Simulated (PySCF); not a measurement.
BCl2HS, SMILES B(Cl)(S)Cl. The structure is a stationary point at TPSSh-D3(BJ)/def2-SVP. The values are those of a single conformer.

TDA-ωB97X/def2-SVPD (PySCF) puts the lowest singlet excitations at 6.48, 6.62, 6.75, 6.87, 7.66, 7.88 eV.

Question: What are the lowest excitation roots from PySCF with ADC(2)/aug-cc-pVDZ? (The exact figures need the calculation; the answer reports its results.)

Answer: 6.11, 6.60, 6.80, 6.85, 7.41, 7.47 eV. S1 differs by -0.37 eV (second minus first; roots are paired by order, and the bases may differ).
